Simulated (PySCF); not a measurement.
Species: C11H12.
Atom-mapped SMILES: `[CH2:1]=[CH:2][C:3]1=[CH:4][C@@H:5]2[C:6]([C:7](=[CH2:8])[CH3:9])=[CH:10][C@H:11]12` (hydrogens: H12, H13 on C1; H14 on C2; H15 on C4; H16 on C5; H17, H18 on C8; H19, H20, H21 on C9; H22 on C10; H23 on C11)

The geometry is computed with GFN2-xTB (gas phase).

Task: List the bond lengths, angles and torsions at this level.

Result: 
```tsv
bond	length (Å)	order
C1=C2	1.330	double
C2–C3	1.434	single
C3=C4	1.343	double
C4–C5	1.506	single
C5–C6	1.523	single
C6–C7	1.443	single
C7=C8	1.333	double
C7–C9	1.500	single
C6=C10	1.342	double
C10–C11	1.506	single
C3–C11	1.523	single
C5–C11	1.556	single
C1–H12	1.076	single
C1–H13	1.077	single
C2–H14	1.083	single
C4–H15	1.074	single
C5–H16	1.084	single
C8–H17	1.077	single
C8–H18	1.076	single
C9–H19, C9–H20, C9–H21	1.088	single
C10–H22	1.074	single
C11–H23	1.084	single
```

Bonds in one row agree within 0.01 Å and their mean is given. Orders are formal, as drawn. A selection of angles:
```tsv
angle	degrees
C1–C2–C3	123.6
C2–C3–C4	135.5
C2–C3–C11	130.8
C4–C3–C11	93.6
C3–C4–C5	94.4
C4–C5–C6	113.6
C4–C5–C11	86.3
C6–C5–C11	85.7
C5–C6–C7	130.4
C5–C6–C10	93.6
C7–C6–C10	135.9
C6–C7–C8	121.1
C6–C7–C9	116.1
C8–C7–C9	122.8
C6–C10–C11	94.4
C3–C11–C10	113.6
C3–C11–C5	85.7
C5–C11–C10	86.2
```

Dihedral angles: C1–C2–C3–C4 177° (antiperiplanar); C2–C3–C4–C5 -177° (antiperiplanar); C3–C4–C5–C6 83° (synclinal); C4–C5–C6–C7 93° (anticlinal); C5–C6–C7–C8 -2° (synperiplanar); C5–C6–C10–C11 0° (synperiplanar); C6–C10–C11–C3 83° (synclinal); C2–C3–C11–C10 93° (anticlinal); C4–C5–C11–C10 114° (anticlinal).

The 12 C–C bonds span 1.330 Å (C1=C2, drawn double) to 1.556 Å (C5–C11, drawn single), a spread of 0.226 Å. The 4-membered ring C5–C6–C10–C11 has internal angles of 85.7° to 94.4° (sum 360°, against 360° for a flat polygon); it is planar, 0.00 Å rms from its mean plane, widest ring torsion 0°. Of the pairs four or more bonds apart, C5···H18 is among the closest relative to their van der Waals radii: 2.78 Å, 96 % of the sum of Bondi's values. The 4-membered ring C3–C4–C5–C11 has internal angles of 85.7° to 94.4°; it is planar, 0.00 Å rms from its mean plane, widest ring torsion 0°.

Point group: C1 (no symmetry element, even within 0.4 Å). No frequency check. The numbers are those of one conformer.
